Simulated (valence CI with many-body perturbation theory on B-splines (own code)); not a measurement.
Ce XXV: E2, M1, M2 decay

Method: valence CI with perturbative core correlation (CI+MBPT): six valence electrons over a frozen Dirac-Fock core [Ar] 3d10, radial functions for each j: 9 s, 9 p, 8 d, 6 f, 3 g, 1 h, with the one-electron correlation potential Σ1 (screened to all orders), the two-electron term Σ2, the three-electron term Σ3, Breit, model QED; selected single and double excitations, second order for the rest, scaled by the run's own slope (own B-spline code, finite nucleus).

No measured levels were compared; by estimate levels hold to about 250 cm⁻¹ or 0.2 % of their energy and the worst to 1 %, as in measured heavy ions of charge 2 to 7; those with d or f electrons hold less well. Among the levels kept, up to 700 cm⁻¹ of a level comes from second order outside the variational space, and about a tenth of that is noise between levels of different J, which matters for small intervals.

Lines 1 to 26 of 26 in falling wavelength, among levels below 144.64 eV, chosen from the decays that carry over 1 % of a level's rate. Wavelengths and rates use the calculated energies, so an error of 2000 cm⁻¹ moves a line at 2181 Å by 4.4 % and its rate by three times that or more. Electric multipoles are in the length gauge, E1 and E2 with the static RPA response of the core. S is in atomic units (e²a₀⁴ for E2 and M2, e²a₀⁶ for E3), for M1 in squared Bohr magnetons. Weak lines are less certain than strong ones. Lines between different terms over intervals too small for the method are left out, as are lines whose strength nearly cancels.

Levels are named by their leading jj configuration (3d3/2^4 stands for four electrons in 3d with j = 3/2), which in mixed levels can hold well under half, so a name can repeat and another be missing. Letters in brackets count levels of one name in rising energy.

```csv
λ vac (Å),Upper,Lower,Type,A (s⁻¹),S (a.u.)
3035,(4s^2 4p1/2^2 4p3/2 4d5/2) J=4,(4s^2 4p1/2^2 4p3/2 4d3/2) J=3,M1,5.13e+02,4.79e+00
2387,(4s^2 4p1/2 4p3/2^2 4d5/2) J=5,(4s^2 4p1/2 4p3/2^2 4d3/2) J=4,M1,1.09e+03,6.05e+00
2181,(4s^2 4p1/2^2 4p3/2^2) J=0,(4s^2 4p1/2^2 4p3/2^2) J=2,E2,2.46e+00,1.08e-01
1759,(4s^2 4p1/2 4p3/2^2 4d5/2) J=4 [b],(4s^2 4p1/2 4p3/2^2 4d3/2) J=3 [a],M1,9.37e+02,1.70e+00
1009,(4s^2 4p1/2 4p3/2^2 4d3/2) J=4,(4s^2 4p1/2^2 4p3/2 4d5/2) J=3,M1,7.02e+03,2.40e+00
930.4,(4s^2 4p1/2 4p3/2^2 4d5/2) J=4 [a],(4s^2 4p1/2^2 4p3/2 4d5/2) J=3,M1,7.49e+03,2.01e+00
758.6,(4s^2 4p1/2 4p3/2^2 4d5/2) J=4 [b],(4s^2 4p1/2^2 4p3/2 4d5/2) J=3,M1,6.16e+03,8.97e-01
715.4,(4s^2 4p1/2 4p3/2^3) J=1,(4s^2 4p1/2^2 4p3/2^2) J=0,M1,2.20e+04,8.95e-01
620.9,(4s^2 4p1/2 4p3/2^2 4d3/2) J=4,(4s^2 4p1/2^2 4p3/2 4d5/2) J=4,M1,2.85e+04,2.28e+00
590.3,(4s^2 4p1/2 4p3/2^2 4d5/2) J=4 [a],(4s^2 4p1/2^2 4p3/2 4d5/2) J=4,M1,4.12e+04,2.83e+00
538.7,(4s^2 4p1/2 4p3/2^3) J=1,(4s^2 4p1/2^2 4p3/2^2) J=2,M1,1.06e+05,1.85e+00
516.2,(4s^2 4p1/2 4p3/2^2 4d5/2) J=4 [b],(4s^2 4p1/2^2 4p3/2 4d5/2) J=4,M1,8.37e+03,3.84e-01
516.2,(4s^2 4p1/2 4p3/2^2 4d5/2) J=4 [b],(4s^2 4p1/2^2 4p3/2 4d5/2) J=4,E2,4.66e+02,1.37e-01
515.4,(4s^2 4p1/2 4p3/2^2 4d3/2) J=4,(4s^2 4p1/2^2 4p3/2 4d3/2) J=3,M1,4.26e+03,1.95e-01
515.4,(4s^2 4p1/2 4p3/2^2 4d3/2) J=4,(4s^2 4p1/2^2 4p3/2 4d3/2) J=3,E2,5.21e+02,1.52e-01
494.2,(4s^2 4p1/2 4p3/2^2 4d5/2) J=4 [a],(4s^2 4p1/2^2 4p3/2 4d3/2) J=3,M1,1.66e+04,6.69e-01
492.7,(4s^2 4p1/2 4p3/2^2 4d5/2) J=5,(4s^2 4p1/2^2 4p3/2 4d5/2) J=4,M1,1.90e+04,9.25e-01
492.7,(4s^2 4p1/2 4p3/2^2 4d5/2) J=5,(4s^2 4p1/2^2 4p3/2 4d5/2) J=4,E2,6.77e+02,1.93e-01
483.6,(4s^2 4p3/2^4) J=0,(4s^2 4p1/2 4p3/2^3) J=2,E2,5.61e+03,1.33e-01
473.0,(4s^2 4p1/2 4p3/2^3) J=2,(4s^2 4p1/2^2 4p3/2^2) J=2,M1,7.30e+04,1.43e+00
473.0,(4s^2 4p1/2 4p3/2^3) J=2,(4s^2 4p1/2^2 4p3/2^2) J=2,E2,1.60e+03,1.69e-01
430.0,(4s^2 4p3/2^4) J=0,(4s^2 4p1/2 4p3/2^3) J=1,M1,3.72e+05,1.10e+00
420.1,(4s^2 4p1/2 4p3/2^2 4d5/2) J=4 [b],(4s^2 4p1/2^2 4p3/2 4d3/2) J=2,E2,3.06e+02,3.21e-02
281.7,(4s^2 4p1/2 4p3/2^2 4d5/2) J=4 [b],(4s 4p1/2^2 4p3/2^3) J=2,E2,2.22e+02,3.17e-03
123.2,(4s^2 4p1/2 4p3/2^2 4d5/2) J=4 [b],(4s^2 4p1/2 4p3/2^3) J=2,M2,1.55e+03,3.55e-04
120.6,(4s^2 4p1/2^2 4p3/2 4d5/2) J=4,(4s^2 4p1/2^2 4p3/2^2) J=2,M2,1.19e+03,2.44e-04
```
